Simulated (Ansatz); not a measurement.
F2H5NSi2 can be A, `N[Si](F)(F)[SiH3]`, or B, `F[SiH2]N[SiH2]F`.

Gas-phase electronic energies from Ansatz, PBE0-D4/def2-TZVP geometries. CBS: MP2 limit from def2 TZ/QZ plus the TZ coupled-cluster correction, frozen cores. DFT in def2-TZVPP. One conformer a species, not always the lowest.

A:

```xyz
10

N     1.6649    0.5440    0.3703
Si   -0.0154    0.7240    0.4014
F    -0.3183    2.1373   -0.2684
F    -0.6252    0.8395    1.8736
Si   -1.1085   -1.0252   -0.6904
H     2.1134   -0.3170    0.6339
H     2.2836    1.3355    0.4454
H    -0.5809   -2.3151   -0.1670
H    -2.5727   -0.9669   -0.4485
H    -0.8410   -0.9562   -2.1501
```

B:

Z-matrix (Å, degrees):
```
Si
N 1 1.714
F 1 1.598 2 112.2
H 1 1.479 2 109.5 3 117.5
H 1 1.478 2 108.0 3 -118.1
Si 2 1.714 1 128.5 3 94.1
H 2 1.012 1 115.6 3 -79.3
F 6 1.598 2 112.2 1 -94.1
H 6 1.478 2 108.0 1 24.0
H 6 1.479 2 109.5 1 148.3
```

(1) Which isomer does CCSD(T)/CBS put lower? Give the gap. (Best estimate.)

(2) Give E(B) − E(A) in kcal/mol with B2PLYP, ωB97M-V, PBE0-D4, CCSD/def2-TZVPP, HF/def2-TZVPP, r2SCAN-D4, MP2/def2-TZVPP. (Estimate.)

Largest T1 diagnostic: 0.012.

Results:

(1) Ansatz gave: B, by 14.2 kcal/mol.

(2) The calculation gave: B2PLYP -14.6, ωB97M-V -14.3, PBE0-D4 -10.1, CCSD/def2-TZVPP -14.6, HF/def2-TZVPP -17.4, r2SCAN-D4 -11.6, MP2/def2-TZVPP -16.6. None reverses the order clearly.

From PBE to PBE0 (25 % exact exchange), in def2-TZVPP and without D4, E(B) − E(A) moves by −1.5 kcal/mol. In def2-TZVPP, CCSD(T) changes the Hartree–Fock value by +3.1 kcal/mol (the triples alone add +0.4 kcal/mol) and MP2 by +0.9 kcal/mol.
